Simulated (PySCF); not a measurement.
**Excitation energies in several basis sets**

Species: lithium bromide, LiBr.
SMILES: `[Li][Br]`

TDDFT with PBE0 (PySCF), vertical singlets, core orbitals frozen in the response, spherical d and f functions. Geometry: PBE0-D3(BJ)/def2-SVP; no solvent, vibrations or thermal averaging. The PBE0/def2-SVP calculation is non-relativistic and has no spin–orbit coupling, an omission that weighs most on bromine.

**Question.** How do the low singlets change with the basis? Take def2-SVP, 6-31G*, def2-SVPD and def2-TZVP.

**Answer.** 

| basis | functions | diffuse | S1 (eV) | S2 (eV) | S3 (eV) | S4 (eV) | S5 (eV) | LUMO (eV) | α (au) |
| --- | --- | --- | --- | --- | --- | --- | --- | --- | --- |
| def2-SVP | 41 | no | 4.05 | 4.05 | 4.85 | 6.17 | 6.17 | -1.37 | 24.1 |
| 6-31G* | 46 | no | 4.22 | 4.22 | 5.01 | 5.90 | 5.90 | -1.44 | 27.3 |
| def2-SVPD | 53 | yes | 4.34 | 4.34 | 5.09 | 5.85 | 5.85 | -1.43 | 35.4 |
| def2-TZVP | 62 | no | 4.25 | 4.25 | 5.00 | 6.07 | 6.07 | -1.45 | 30.2 |

States are compared by their number. Against the only diffuse basis here (def2-SVPD, itself not a converged limit), sets without diffuse functions differ by up to 0.28 eV in S1 and 0.32 eV in S5. State by state, the largest deviation of a set without diffuse functions is S1 0.28, S2 0.28, S3 0.25, S4 0.32, S5 0.32 eV. The same number needn't mean the same state in each row. Against def2-SVPD the polarisability deviates by -32% in def2-SVP, -23% in 6-31G*, -14% in def2-TZVP.
